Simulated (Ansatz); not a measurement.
`N[SiH2]S[SiH2]N` → 8 H• + 2 N• + S• + 2 Si•  (atomization)

Isolated molecules relaxed with PBE0-D4/def2-TZVP in Ansatz; ΔE leaves out vibrations. CCSD(T)/CBS is the MP2 limit (def2-TZVPP, def2-QZVPP) plus CCSD(T) − MP2 in def2-TZVPP, frozen cores. This one scheme is used for every species, atoms too. No spin–orbit coupling; open shells (•) take unrestricted orbitals. Spin–orbit coupling would lower the free atoms: a little for S, Si. Each species was taken in one conformer, which may not be the lowest.

```tsv
species	MP2/def2-TZVPP energy (Eh)
`N[SiH2]S[SiH2]N`	-1090.02150
H•	-0.49981
N•	-54.49761
S•	-397.61853
Si•	-288.90688
```

(1) Work out ΔE.

Largest T1 diagnostic among the species: 0.012.

## Answers

(1) ΔE = 8 × (-0.49981) + 2 × (-54.49761) + 2 × (-288.90688) + (-397.61853) − (-1090.02150) = 1.59551 Eh = +43.42 eV. CCSD(T)/CBS gives +44.65 eV.

In def2-TZVPP, CCSD(T) changes the Hartree–Fock value by +11.68 eV (the triples alone add +0.63 eV) and MP2 by +11.98 eV; breaking electron pairs costs correlation energy, which Hartree–Fock lacks. The D4 term adds +0.60 eV with B3LYP and +0.32 eV with PBE0; it sums over pairs of atoms, weighted by their polarisabilities, and B3LYP, whose exchange is more repulsive, gets the larger term.

B3LYP here is the variant with VWN-RPA as its local correlation; programs differ in this.

For atomizations the MP2-based limit and the directly extrapolated one differ by several kJ/mol either way, and by 10 to 25 for some Ge, Se and Sn compounds, so smaller differences from it don't rank the levels.
